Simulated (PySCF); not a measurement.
C3H5ClSi, SMILES C(=C=C)[SiH2]Cl. Atoms are numbered in the order given.

```xyz
10

C      3.1390    -0.0562    -0.6324
C      2.0510     0.1312     0.0676
C      0.9363     0.3250     0.7300
Si    -0.6484     0.6732    -0.1774
Cl    -2.0115    -0.8533     0.1675
H      3.7895     0.7821    -0.9007
H      3.4302    -1.0588    -0.9611
H      0.9474     0.2788     1.8274
H     -0.3729     0.7502    -1.6366
H     -1.2797     1.9292     0.3161
```

Geometry optimised at PBE0-D3(BJ)/def2-SVP. The structure was generated by enumeration, and PubChem lists no compound with its InChIKey, so it may never have been made. One conformer was computed; it need not be the lowest.

Calculation: PySCF with SMD-ωB97X/def2-SVP.

Solvation free energies are E(SMD) − E(gas) at the gas-phase geometry, for 1 M in both phases. In vacuum the dipole moment is 2.02 D.

```json
[
 {"solvent": "water", "ΔG(solv) (kcal/mol)": "1.2", "its non-electrostatic (CDS) part": "4.2", "dipole (D)": "2.50"},
 {"solvent": "n-hexane", "ΔG(solv) (kcal/mol)": "-2.9", "its non-electrostatic (CDS) part": "-1.8", "dipole (D)": "2.21"},
 {"solvent": "cyclohexanone", "ΔG(solv) (kcal/mol)": "-2.6", "its non-electrostatic (CDS) part": "0.2", "dipole (D)": "2.47"}
]
```
